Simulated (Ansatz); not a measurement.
`FC(F)[SiH3]` + `N#CO` → `N#COC(F)[SiH3]` + H–F  (substitution at a C–F bond)

Gas-phase electronic energies from Ansatz, PBE0-D4/def2-TZVP geometries. CCSD(T)/CBS is the MP2 limit (def2-TZVPP, def2-QZVPP) plus CCSD(T) − MP2 in def2-TZVPP, frozen cores. This one scheme is used for every species. DFT in def2-TZVPP. B3LYP here is the variant with VWN-RPA as its local correlation; programs differ in this. One conformer a species, not always the lowest.

```
         level  ΔE (kcal/mol)
       PBE0-D4            0.9
      B3LYP-D4            0.9
       ωB97X-V            1.2
        B2PLYP            0.8
        r2SCAN            1.9
MP2/def2-TZVPP           -2.2
 HF/def2-QZVPP            2.5
CCSD/CBS(def2)           -0.8
```

What does CCSD(T)/CBS give? (Best estimate.)

The calculation gave: -1.4 kcal/mol. The listed levels differ from it by 2.3, 2.3, 2.6, 2.2, 3.3, -0.8, 3.9, 0.6 kcal/mol.

Largest T1 diagnostic among the species: 0.014.

The D4 term adds −1.6 kcal/mol with B3LYP and −0.9 kcal/mol with PBE0; it sums over pairs of atoms, weighted by their polarisabilities, and B3LYP, whose exchange is more repulsive, gets the larger term. In def2-TZVPP, CCSD(T) changes the Hartree–Fock value by −3.6 kcal/mol (the triples alone add −0.6 kcal/mol) and MP2 by −4.9 kcal/mol.
